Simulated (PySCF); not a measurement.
# Basis-set dependence of the excitation energy of Kr

Kr [Kr] (1S) → Kr [Ar] 3d10 4s1 4p6 5p1 (3P). Calculated with PySCF 2.14 from differences of total energies of unrestricted determinants, without spin-orbit coupling. Values in eV.

| basis | Hamiltonian | functions | UHF | LDA | PBE0 |
| --- | --- | --- | --- | --- | --- |
| aug-cc-pVTZ-PP with one added diffuse shell each of s, d, f type with ECP10MDF | ECP | 68 | 29.132 | 26.356 | 27.034 |
| aug-cc-pVQZ-PP with one added diffuse shell each of s, p, d, f, g type with ECP10MDF | ECP | 114 | 28.465 | 25.934 | 26.582 |
| aug-cc-pV5Z-PP with ECP10MDF | ECP | 136 | 28.619 | 26.001 | 26.656 |

Question: Estimate the row for aug-cc-pVQZ-PP with ECP10MDF (ECP, 89 functions).

Answer: From the rows with the same Hamiltonian and similar size; the calculation gives UHF 28.68; LDA 26.05; PBE0 26.70 (eV).

At PBE0, aug-cc-pVTZ-PP with one added diffuse shell each of s, d, f type with ECP10MDF lies more than 0.3 eV from the median of the rows with comparable relativity.

The upper state lies above the first ionisation limit, where it may autoionise and the basis confines it. A Rydberg-like electron needs more diffuse functions than a valence basis has.
